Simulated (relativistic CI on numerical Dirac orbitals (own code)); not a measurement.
## Sensitivity of the levels of As¹³⁺ to α and to the nuclear radius

Calculated at this level of theory: Dirac-Coulomb-Breit CI, separate exchange-only KLI orbitals for each configuration, derivatives by finite differences, unscaled Slater integrals, QED left out (own radial code, finite nucleus).

Configuration list (outside the closed core [Ne]): 3s2 3p6 3d2, 3s2 3p5 3d3, 3s 3p6 3d3, 3s2 3p6 3d 4s, 3s2 3p6 3d 4p, 3s2 3p6 4s2. Double excitations out of closed p, d and f shells are left out; levels of such configurations are missing from the list, as are those of other unlisted configurations, and high levels can miss mixing partners.

With x = (α/α₀)² − 1 an excitation energy changes as ω = ω₀ + qx; K = 2q/ω₀ is the relative enhancement. Terms are leading LS components, so labels can repeat. The field-shift factor is F = δν/δ⟨r²⟩ for the transition from the lowest level.

Lowest level 3s2 3p6 3d2 3F_2.

| Level | ω₀ (cm⁻¹) | q (cm⁻¹) | K | F (GHz/fm²) |
| --- | --- | --- | --- | --- |
| 3s2 3p6 3d2 3F_3 | 5952 | 6518 | 2.19 | 0.0291 |
| 3s2 3p6 3d2 3F_4 | 12504 | 12710 | 2.03 | 0.0573 |
| 3s2 3p6 3d2 1D_2 | 36586 | 5545 | 0.303 | 0.0249 |
| 3s2 3p6 3d2 3P_0 | 39787 | 3709 | 0.186 | 0.011 |
| 3s2 3p6 3d2 3P_1 | 42277 | 6882 | 0.326 | 0.0238 |
| 3s2 3p6 3d2 3P_2 | 48294 | 14170 | 0.587 | 0.0588 |
| 3s2 3p6 3d2 1G_4 | 57916 | 8536 | 0.295 | 0.0798 |
| 3s2 3p6 3d2 1S_0 | 136299 | 9816 | 0.144 | 0.197 |
| 3s2 3p5 3d3 5S°_2 | 634844 | 23550 | 0.0742 | 0.768 |
| 3s2 3p5 3d3 5D°_2 | 635365 | 18330 | 0.0577 | 0.771 |
| 3s2 3p5 3d3 5D°_3 | 635849 | 16640 | 0.0523 | 0.801 |
| 3s2 3p5 3d3 5D°_1 | 636138 | 17370 | 0.0546 | 0.759 |
| 3s2 3p5 3d3 5D°_0 | 637365 | 19500 | 0.0612 | 0.748 |

At this charge energies of transitions that change n are usually good to better than 1 %, and those within a shell (Δn = 0) to a few per cent. Terms inside the open d or f shell come out 10 to 20 % too wide with unscaled integrals.
